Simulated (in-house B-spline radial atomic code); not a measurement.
Rb⁴⁺. Computed with a B-spline radial atomic code. Model: all-electron spherical atom, spin shells full or empty, radial basis limit, no spin-orbit coupling, Breit or QED, empty-state partial waves extrapolated as (l+1/2)^-4, RPA, G0W0 and static COHSEX of the highest shell as one setting changes (uncorrelated shells keep exact exchange).

Given: element Rb; charge 4; filled core Ar; hamiltonian one-electron scalar X2C; mean-field start PBE; highest l of empty states 9; nuclear rms radius 4.2036 fm; highest mean-field shell 4p up.

Shell: 3d 5 5, 4s 1 1, 4p 3 0 (electrons up and down).

```csv
lowest nl shells left uncorrelated,RPA correlation energy (hartree),G0W0 level (eV),G0W0 minus most complete (meV),COHSEX level (eV),linearised minus solved G0W0 (meV)
0,-2.4808,-69.491,0,-71.905,-20.2
1,?,?,?,?,?
2,-2.1409,-69.488,2.7,-71.906,-20.2
3,-1.6275,-69.476,14.8,-71.879,-20.1
4,-1.4497,-69.485,5.4,-71.887,-20.2
5,?,?,?,?,?
6,-0.20969,-69.214,276.8,-71.397,-19.5
7,-0.075673,-69.606,-115.6,-71.218,-7
```

Q: What follows for lowest nl shells left uncorrelated = 1?

A: RPA correlation energy -2.3237 hartree; G0W0 level -69.489 eV; G0W0 minus most complete 1.6 meV; COHSEX level -71.905 eV; linearised minus solved G0W0 -20.2 meV.

Q: What follows for lowest nl shells left uncorrelated = 5?

A: RPA correlation energy -0.93372 hartree; G0W0 level -69.557 eV; G0W0 minus most complete -66.2 meV; COHSEX level -71.999 eV; linearised minus solved G0W0 -20.7 meV.
